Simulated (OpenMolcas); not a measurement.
Rh4+ among 6 point charges of -1.7 e arranged as an octahedron (Oh), 2.03 Å from the ion.
```
   2.0300    0.0000    0.0000  -1.70
   0.0000    2.0300    0.0000  -1.70
  -2.0300    0.0000    0.0000  -1.70
   0.0000   -2.0300    0.0000  -1.70
   0.0000    0.0000    2.0300  -1.70
   0.0000    0.0000   -2.0300  -1.70
```

| Quantity | Value |
| --- | --- |
| Program | OpenMolcas 26.06 |
| Method | SS-CASPT2, IPEA 0.25 Eh, imaginary shift 0.1 Eh (closed shells correlated: 4s 4p) |
| Basis | ANO-RCC-VTZP [7s6p4d2f1g] |
| Scalar Hamiltonian | DKH2, point nucleus |
| Active space | 5 electrons in 5 orbitals (4d) |
| State averaging | 2S+1 = 6 even, 1 root; 2S+1 = 4 even, 24 roots; 2S+1 = 2 even, 75 roots |
| Spin-orbit coupling | RASSI with atomic mean-field integrals over the reference wave functions |

Problem. What is the spin-free ground state (labels of O, the rotations of Oh)?

Solution. 6A1, 1-fold in its orbital part, 100 % from free-ion S terms; it has the highest spin that d5 allows.

Problem. What are the lowest two levels with spin-orbit coupling?

Solution. A 2-fold level Γ7 with g = 3.33, 3.33, 3.33, then a 4-fold level Γ8 0 cm-1 above it. Their leading multiplicities are 6 (99 %) and 6 (99 %).

Problem. What is χT at 300 K, and how does it compare with the textbook value?

Solution. The lowest level has 2S+1 = 6, for which the spin-only value is χT = S(S+1) / 2 = 4.375 cm3 K/mol (g = 2). The computed 4.365 at 300 K differs by -0.010, through a little spin-orbit mixing out of the ground term, against the free-electron g of 2.0023, which raises it.

Roots that are degenerate in the reference are averaged as groups; the widest CASPT2 spread within a group is 220 cm-1 (the 3-fold group of multiplicity 4 near 34800 cm-1 above the lowest state of its run). Shifts and gaps below about the spread of the groups concerned are not significant. Point charges give a weaker field than real ligands, and real ions of this kind are as a rule low spin; the high spin found here belongs to the model. This field is weak: 10Dq is about 4417 cm-1, while octahedral complexes of 4d ions of charge 3 and more, computed by the same method with explicit ligands, had a median near 25000 cm-1. Ground spin and moment need not be those of a real site. Free-ion shares, where given, are those of the reference states; single-state CASPT2 does not remix them. This is an electrostatic model: the charges have no orbitals. No measured value stands beside these numbers.
